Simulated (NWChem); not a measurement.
SeCl4; SMILES Cl[Se](Cl)(Cl)Cl

```xyz
5

Se     0.0000     0.0000     0.4287
Cl     1.6892     0.0000    -0.9278
Cl     0.0000     2.3282     0.4992
Cl    -1.6892     0.0000    -0.9278
Cl     0.0000    -2.3282     0.4992
```
Atoms are numbered in this order, from 1.

Geometry: optimised at PBE0/def2-SVP.

Symmetry labels are those of C2v in the frame above (b1 and b2, or b-type labels, depend on it).

Question: List the 4 lowest vertical singlet excitations from PBE0/def2-SVPD, TDA (NWChem).

Answer: 
```
state  energy (eV)  oscillator strength  symmetry  leading excitation (squared amplitude)
-----  -----------  -------------------  --------  --------------------------------------
S1            3.12                0.003        a1                      HOMO → LUMO (0.99)
S2            3.44                0.000        a2                    HOMO−1 → LUMO (0.99)
S3            3.53                0.007        b1                    HOMO → LUMO+1 (0.97)
S4            3.61                0.004        b2                    HOMO−2 → LUMO (0.94)
```
